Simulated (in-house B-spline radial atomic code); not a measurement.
Configurations of the neon ion Ne⁶⁺, with energies counted from [He] 2s2. All numbers are computed (Dirac-Hartree-Fock, average of configuration; Fermi nucleus of rms radius 3.0055 fm) with an all-electron radial atomic-structure program (B-spline basis), not measured. Energies include first-order Breit, QED and recoil terms.

| configuration | E - E(ref) (eV) | highest orbital | its <r> (bohr) |
| --- | --- | --- | --- |
| [He] 2s1 4p1 | 160.14 | 4p3/2 | 3.135 |
| [He] 2s1 4f1 | 162.07 | 4f7/2 | 2.565 |
| [He] 2s1 5p1 | 176.13 | 5p3/2 | 5.026 |
| [He] 2s1 5d1 | 176.81 | 5d5/2 | 4.865 |
| [He] 2s1 5f1 | 177.08 | 5f7/2 | 4.49 |
| [He] 2s1 6p1 | 184.7 | 6p3/2 | 7.346 |
| [He] 2s1 6g1 | 185.27 | 6g9/2 | 6.285 |

Question: Order these further configurations by energy, lowest first.
A. [He] 2s1 5g1
B. [He] 2s1 2p1
C. [He] 2s1 6d1
D. [He] 2s1 6f1
E. [He] 2s1 3p1

Answer: B (14.387 eV), E (124.78 eV), A (177.12 eV), C (185.09 eV), D (185.24 eV).

Question: How far above the reference does [He] 2s1 4d1 lie?

Answer: 161.52 eV; its least bound orbital is 4d5/2 with <r> = 2.949 bohr.

Question: How far above the reference does [He] 2s1 3d1 lie?

Answer: 128.32 eV; its least bound orbital is 3d5/2 with <r> = 1.458 bohr.
